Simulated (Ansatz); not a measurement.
# Energy profile

The step: SnH₄ + HCl → SnH₃Cl ([Cl][SnH3]) + H₂; bonds formed: Sn1–Cl7, H2–H6; bonds broken: Sn1–H2, H6–Cl7 (atoms numbered as in the saddle structure below).

```
7
angstrom
Sn -0.3773 0.5775 -0.0172
H 0.4348 -0.8925 -1.0538
H -0.9259 1.0830 -1.5702
H -1.7031 0.0925 0.9117
H 0.7587 1.6860 0.5624
H 0.7498 -1.2070 -0.2474
Cl 1.0630 -1.3397 1.4144
```

Electronic energies by CCSD(T) at an estimated basis limit (MP2 extrapolated from triple and quadruple zeta, plus CCSD(T) − MP2 in triple zeta), on PBE0-D4/def2-TZVP structures; SnH5Cl, singlet; no counterpoise correction. Ansatz 0.2.0; basis: def2-TZVPP and def2-QZVPP; cores frozen in the correlated methods. Filled d shells of the heavier atoms are correlated. Core potentials replace the inner electrons of the atoms past krypton. The def2 sets are not built for correlating such inner shells, so the correlated values are less sure here. Extrapolation: Hartree–Fock as exp(−7.88 √X), correlation as X^−2.97.

Question: Give the profile in kcal/mol, counted from the separated reactants. (Judge from chemistry; the value comes from the calculation.)

Answer: By the calculation:
```csv
point,kcal/mol
"separated: SnH4 (Sn1, H2, H3, H4, H5; singlet) + HCl (H6, Cl7; singlet)",0.00
start structure,-1.28
saddle,28.34
end structure,-18.44
"separated: SnH3Cl (linked as [Cl][SnH3]; Sn1, H3, H4, H5, Cl7; singlet) + H2 (H2, H6; singlet)",-17.80
```

T1 diagnostic: at most 0.014.

For scale, one of the runs: CCSD(T)/def2-TZVPP, 162 basis functions (an equivalent command: `ansatz run in.yaml --threads 2`). The run took 35 s on 2 CPU threads (shared host), with 1.3 GiB of host memory at its peak.
